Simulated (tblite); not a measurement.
C3H7 (SMILES C[CH]C), doublet, geometry from GFN2-xTB; GFN1-xTB (tblite).

Input for tblite:
```
$ tblite run mol.xyz --method gfn1 --charge 0 --spin 1 --spin-polarized --json tblite.json --no-restart

# file mol.xyz
10

C     -0.08073437     0.51425383     0.00202403
C      0.04477701    -0.19753283     1.29093157
C      0.04445320    -0.18802225    -1.29225504
H     -0.46360008     1.52072873     0.00525132
H      0.40419944     0.47041680     2.07407067
H      0.43018374     0.47888266    -2.06403124
H     -0.92265236    -0.59238384     1.63168364
H      0.72527311    -1.04407116     1.20462375
H      0.70335913    -1.05117986    -1.20587517
H     -0.92773804    -0.55458579    -1.64992641
```

Task: Predict the main parts of the log of this tblite run.

Result: 
```
xTB calculator
 | screened Coulomb repulsion
 | Coulomb electrostatics
 |  * isotropic Klopman-Ohno-Mataga-Nishimoto electrostatics
 |  * onsite third-order electrostatics
 | DFT-D3(BJ) dispersion correction
 | Interactions (1)
 | [1] spin polarization

halogen bonding energy    0.0000000000000E+00 Eh
repulsion energy          1.5104536391414E-01 Eh
dispersion energy        -2.2433107951733E-03 Eh
interaction energy        0.0000000000000E+00 Eh
number of electrons       1.9000000000000E+01 e
integral cutoff           1.9731147476801E+01 bohr

------------------------------------------------------------
  cycle        total energy    energy error   density error
------------------------------------------------------------
      1     -10.05090068929  -1.0199703E+01   4.1568215E-01
      2     -10.05289914441  -1.9984551E-03   2.5049423E-01
      3     -10.05377780595  -8.7866154E-04   1.4744124E-02
      4     -10.05384557130  -6.7765353E-05   8.4382321E-03
      5     -10.05387442993  -2.8858627E-05   9.6026387E-04
      6     -10.05387523696  -8.0703032E-07   4.6930241E-04
      7     -10.05387536861  -1.3165070E-07   1.6506803E-04
      8     -10.05387538247  -1.3860666E-08   2.9500822E-05
      9     -10.05387538287  -3.9784531E-10   9.4486799E-06
------------------------------------------------------------

electronic energy        -1.0202677435990E+01 Eh
total energy             -1.0053875382871E+01 Eh

Post processing:
 | Mayer-Wiberg bond orders

[Info] JSON dump of results written to 'tblite.json'
```
